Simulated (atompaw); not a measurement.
# Reading a pseudo-wave (Au)

Columns: radius, all-electron u(r) and pseudo u(r) of the 5p shell (level -81.62 eV) of gold in the configuration [Kr] 4d10 4f14 5s2 5p6 5d9 6s0 6p0; LDA (PW92), scalar-relativistic, PAW (atompaw) scheme, atompaw 4.2.0.5.

```csv
r (bohr),all-electron,pseudo
0.081,0.0955,0.0226
0.162,0.3433,0.0885
0.242,-0.2466,0.1907
0.323,-0.6033,0.3234
0.404,-0.5074,0.4745
0.485,-0.1549,0.6319
0.565,0.2516,0.7813
0.646,0.6116,0.9151
0.727,0.8766,1.0219
0.808,1.0426,1.0951
0.888,1.1227,1.1312
0.969,1.1382,1.1316
1.050,1.1068,1.0992
1.131,1.0449,1.0406
1.212,0.9650,0.9635
1.292,0.8777,0.8774
1.373,0.7871,0.7871
1.454,0.6986,0.6986
1.535,0.6150,0.6150
1.615,0.5387,0.5387
1.696,0.4684,0.4684
1.777,0.4055,0.4055
1.858,0.3495,0.3495
1.938,0.3009,0.3009
2.019,0.2578,0.2578
2.100,0.2202,0.2202
```

Problem. How many radial nodes do the two functions have?

Solution. The all-electron 5p function has n − l − 1 = 3 (the table is too coarse to show those close to the nucleus); the pseudo-wave has 0, since the states of the same l below it are removed with the core.

Problem. At about which radius was the pseudo-wave matched?

Solution. 1.45 bohr. The columns agree to 0.0005 from 1.29 bohr on; several derivatives are matched, so the curves merge somewhat inside the radius.

Problem. Is the pseudo-wave norm-conserving?

Solution. No, it belongs to a PAW set: the norm inside the radius is not constrained, and the difference is carried by the augmentation charge.
